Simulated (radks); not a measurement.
The numbers below are computed, except where a source is named.
All-electron atom: Ar7+ in [Ne] 4f1 (not the ground configuration). Level of theory: non-relativistic Kohn-Sham, TPSS, spin-polarised, spherical densities, point nucleus; open shells are filled with parallel spins first; meta-GGA in the generalised Kohn-Sham scheme (a radial shooting solver on a logarithmic mesh with Libxc functionals).

Normalised radial functions P(r) = r R(r), r in bohr:

```
   r/bohr * 2s down, o 4f up (the largest magnitude, 1.63, reaches the edge; | marks zero, & curves that meet)
  0.01099                             o     *
  0.01408                             o       *
  0.01804                             o        *
  0.02312                             o          *
  0.02963                             o           *
  0.03796                             o            *
  0.04865                             o            *
  0.06234                             o           *
  0.08053                             o        *
   0.1032                             o  *
   0.1322                         *   o
   0.1695                 *           o
   0.2172         *                   o
   0.2783   *                         o
   0.3566  *                          o
    0.457     *                       |o
   0.5856            *                | o
   0.7504                   *         |  o
   0.9616                         *   |    o
    1.232                            *|       o
    1.592                             *          o
     2.04                             *            o
    2.614                             *          o
     3.35                             *     o
    4.293                             *  o
    5.501                             *o
    7.049                             &
```

2s down: eigenvalue -447.01 eV, 1 radial node at r = 0.117 bohr, <r> = 0.410 bohr, 90 % of the charge inside 0.638 bohr. 4f up: eigenvalue -50.859 eV, 0 radial nodes, <r> = 2.23 bohr, 90 % of the charge inside 3.20 bohr.
